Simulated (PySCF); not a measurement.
Harmonic spectrum computed at PBE0 in the def2-TZVPD basis family (core potentials from Rb on, PySCF, no spin–orbit coupling):

```tsv
ω (cm⁻¹)	IR (km/mol)
818	0.6
1365	780
1389	4.5
```

Which molecule gave it? In each, all ligands are bound to the one heavy central atom.
A. ScO₂⁻ (singlet)
B. YO₂⁻ (singlet)
C. NO₂⁻ (singlet)
D. BO₂⁻ (singlet)
E. NiO₂⁻ (quartet)

C. It has C2v symmetry with N–O 1.245 Å (×2).
